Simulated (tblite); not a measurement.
Compound: C₈H₄ClF₂N.
Atom-mapped SMILES: `[N:1]#[C:2][c:3]1[cH:4][c:5]([Cl:6])[cH:7][cH:8][c:9]1[CH:10]([F:11])[F:12]` (hydrogens: H13 on C4; H14 on C7; H15 on C8; H16 on C10)

Computed with GFN2-xTB (tblite), gas phase: L-BFGS steps from a force-field or distance-geometry start until the largest atomic force falls under 0.01 eV/Å.

Step 0: E = -981.2096 eV
```
atom  x, y, z in Å  |  force x, y, z in eV/Å
N1     -1.5322    2.5772    1.7114   -0.557   0.722   0.465
C2     -0.8801    1.8266    1.1616    1.305  -1.585  -0.988
C3     -0.0411    0.8445    0.4840   -1.038   0.834   0.444
C4      1.3111    1.1046    0.3627    0.952   0.223   0.201
C5      2.1249    0.1728   -0.2816    0.314   0.013  -0.220
Cl6     3.8609    0.4639   -0.4469   -0.940  -0.120   0.128
C7      1.5685   -0.9816   -0.8350   -0.009   0.101   0.166
C8      0.2104   -1.2252   -0.7152   -0.220   0.304   0.165
C9     -0.6123   -0.3136   -0.0584    0.262   0.068  -0.105
C10    -2.0840   -0.5573    0.0742   -0.683   0.213  -0.129
F11    -2.3004   -1.7251    0.7657   -0.150   0.474  -0.818
F12    -2.6904   -0.6079   -1.1872    0.522  -0.440   1.239
H13     1.7418    2.0147    0.8110   -0.263  -0.580  -0.350
H14     2.1568   -1.7226   -1.3495    0.257   0.143   0.019
H15    -0.2281   -2.1173   -1.1370    0.041   0.018   0.008
H16    -2.6134    0.2553    0.6286    0.207  -0.388  -0.224
```

Step 1: E = -981.2201 eV
```
atom  x, y, z in Å  |  force x, y, z in eV/Å
N1     -1.5402    2.5875    1.7180    2.425  -2.729  -2.034
C2     -0.8615    1.8039    1.1475   -2.469   2.797   2.135
C3     -0.0560    0.8564    0.4903    0.694  -0.141  -0.343
C4      1.3247    1.1078    0.3656   -0.199  -0.357   0.019
C5      2.1294    0.1730   -0.2847    0.015   0.132  -0.048
Cl6     3.8474    0.4622   -0.4450   -0.598  -0.084   0.079
C7      1.5683   -0.9801   -0.8326   -0.067  -0.038   0.068
C8      0.2073   -1.2208   -0.7129    0.044   0.088   0.003
C9     -0.6086   -0.3127   -0.0599   -0.171   0.347   0.127
C10    -2.0937   -0.5543    0.0724    0.010   0.172  -0.057
F11    -2.3025   -1.7184    0.7540   -0.200   0.183  -0.580
F12    -2.6829   -0.6141   -1.1695    0.237  -0.412   0.680
H13     1.7381    2.0064    0.8060    0.008  -0.131  -0.125
H14     2.1605   -1.7206   -1.3492    0.182   0.182   0.059
H15    -0.2275   -2.1170   -1.1369    0.051   0.099   0.053
H16    -2.6104    0.2497    0.6254    0.038  -0.107  -0.037
```

Step 2: E = -981.3195 eV
```
atom  x, y, z in Å  |  force x, y, z in eV/Å
N1     -1.5258    2.5721    1.7059   -0.131   0.220   0.119
C2     -0.8704    1.8132    1.1563    0.225  -0.274  -0.125
C3     -0.0587    0.8618    0.4911    0.880  -0.157  -0.336
C4      1.3306    1.1068    0.3673   -0.721  -0.509  -0.035
C5      2.1319    0.1741   -0.2868   -0.211   0.066   0.003
Cl6     3.8355    0.4606   -0.4434   -0.306  -0.044   0.042
C7      1.5678   -0.9796   -0.8308   -0.071  -0.066   0.024
C8      0.2059   -1.2178   -0.7116    0.137   0.001  -0.056
C9     -0.6079   -0.3094   -0.0598   -0.274   0.506   0.239
C10    -2.0989   -0.5513    0.0710    0.469   0.163   0.085
F11    -2.3052   -1.7133    0.7432   -0.222  -0.056  -0.363
F12    -2.6771   -0.6208   -1.1546   -0.015  -0.374   0.151
H13     1.7361    2.0009    0.8023    0.148   0.105  -0.002
H14     2.1639   -1.7180   -1.3486    0.132   0.192   0.079
H15    -0.2268   -2.1161   -1.1364    0.051   0.137   0.076
H16    -2.6085    0.2459    0.6233   -0.091   0.091   0.100
```

Task: Estimate the geometry and energy of step 3. (The exact step hangs on the optimiser's Hessian estimate; all steps are aligned on step 2, rigid shifts and turns removed.)

Result: E = -981.3439 eV, largest force 0.534 eV/Å
```
atom  x, y, z in Å  |  force x, y, z in eV/Å
N1     -1.5247    2.5719    1.7051   -0.110   0.170   0.093
C2     -0.8696    1.8119    1.1567    0.366  -0.334  -0.199
C3     -0.0466    0.8602    0.4865   -0.127   0.033  -0.018
C4      1.3213    1.0995    0.3670    0.199   0.038   0.064
C5      2.1293    0.1752   -0.2870   -0.193  -0.090  -0.061
Cl6     3.8296    0.4598   -0.4426   -0.257  -0.018   0.045
C7      1.5667   -0.9805   -0.8302    0.002   0.002   0.029
C8      0.2077   -1.2174   -0.7122   -0.157   0.219   0.122
C9     -0.6116   -0.3020   -0.0564    0.139   0.028  -0.078
C10    -2.0931   -0.5487    0.0719    0.187   0.159   0.127
F11    -2.3087   -1.7133    0.7367   -0.152  -0.057  -0.296
F12    -2.6765   -0.6268   -1.1504    0.007  -0.311   0.088
H13     1.7379    2.0016    0.8018    0.000  -0.158  -0.116
H14     2.1662   -1.7150   -1.3475    0.135   0.153   0.060
H15    -0.2260   -2.1141   -1.1353    0.024   0.098   0.059
H16    -2.6095    0.2466    0.6245   -0.063   0.067   0.080
```

The energy changes by -0.0243 eV. The first-order estimate −F·Δx gives -0.0428 eV and the mean of the old and new forces, exact on a quadratic surface, -0.0241 eV. The step makes an angle of 17° with the force vector and moves no atom by more than 0.013 Å.

What follows is the cost of the whole relaxation. Time: 0.34 s. Hardware: one thread of an Arm Neoverse N1, shared host with 64 logical CPUs at a one-minute load of 55.
